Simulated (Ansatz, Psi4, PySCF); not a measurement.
Cl2Hg (SMILES [Cl][Hg][Cl]), singlet, at a GFN2-xTB geometry (such geometries of metal compounds can be far from the true shape) (core potentials on Hg). Base run: WB97X-V/def2-SVPD (PySCF).

The PySCF input:
```python
from pyscf import gto, scf, dft

mol = gto.M(
    atom='''
Hg    0.00000000    0.00000000    0.00000000
Cl    0.00000000    0.00000000    2.30126892
Cl   -0.00000000   -0.00000000   -2.30126892
''',
    basis='def2-svpd',
    ecp={'Hg': 'def2-svpd'},
    verbose=4,
)

mf = dft.RKS(mol)
mf.xc = 'wb97x_v'
mf.kernel()
```

The same geometry, method and basis name were run in Ansatz (a first-principles code) and Psi4 and PySCF, at each program's defaults and at the settings that a row names. The base is PySCF at its defaults. Differences at the defaults can come from grids, fitting, cores and function types together.

```
code and settings                                                                             ΔE vs base (µEh)  basis functions       E (Eh)  SCF cycles
--------------------------------------------------------------------------------------------  ----------------  ---------------  -----------  ----------
PySCF, defaults (exact integrals, its default grid, spherical functions)                                   0.0               89  -1073.50148          10
Psi4, defaults (density fitting with its default set, its default grid, spherical functions)               5.2               89  -1073.50148           8
Ansatz, defaults (factorised integrals, its default grid, spherical functions)                             2.1               89  -1073.50148           -
PySCF, density fitting with def2-universal-jkfit                                                          -5.0               89  -1073.50149          10
PySCF, fine grid                                                                                           4.8               89  -1073.50148          10
Psi4, exact integrals, spherical functions, fine grid                                                     -6.9               89  -1073.50149          11
Ansatz, high accuracy                                                                                      4.8               89  -1073.50148           -
```
